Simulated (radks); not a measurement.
The numbers below are computed, except where a source is named.
Problem. All-electron atom: the krypton ion Kr3+ in [Ar] 3d10 4s2 4p1 5p2 (not the ground configuration). Level of theory: Dirac Kohn-Sham, RPBE, spin-unpolarised, spherical densities, finite nucleus; open shells fill j = l - 1/2 first; Fermi nuclear charge, rms radius 4.1884 fm (a radial shooting solver on a logarithmic mesh with Libxc functionals). Some entries of the table are withheld. Estimate them.

orbital  occ.  eigenvalue (eV)  <1/r> (bohr^-1)
1s1/2       2        -14212.13              (1)
2s1/2       2              (2)            8.230
2p1/2       2        -1740.657            8.197
2p3/2       4        -1686.811            7.912
3s1/2       2              (3)            2.717
3p1/2       2        -256.1865            2.603
3p3/2       4        -248.2456            2.535
3d3/2       4        -137.6290            2.294
3d5/2       6        -136.3130            2.277
4s1/2       2         -70.0968           0.9544
4p1/2       1         -53.8985           0.8557
4p3/2       0         -52.8525           0.8408
4d3/2       0         -29.5151              (4)
4d5/2       0         -29.3976              (5)
5s1/2       0         -25.3767           0.4155
5p1/2       2         -20.8048           0.3752
5p3/2       0         -20.5640           0.3714
4f5/2       0         -13.7087           0.3324
4f7/2       0         -13.7074           0.3323
6p1/2       0         -10.2312              (6)
6p3/2       0         -10.1394              (7)

Solution. 
(1) 1s1/2 <1/r> (bohr^-1): 36.77
(2) 2s1/2 eigenvalue (eV): -1920.340
(3) 3s1/2 eigenvalue (eV): -319.6831
(4) 4d3/2 <1/r> (bohr^-1): 0.6284
(5) 4d5/2 <1/r> (bohr^-1): 0.6257
(6) 6p1/2 <1/r> (bohr^-1): 0.2119
(7) 6p3/2 <1/r> (bohr^-1): 0.2101
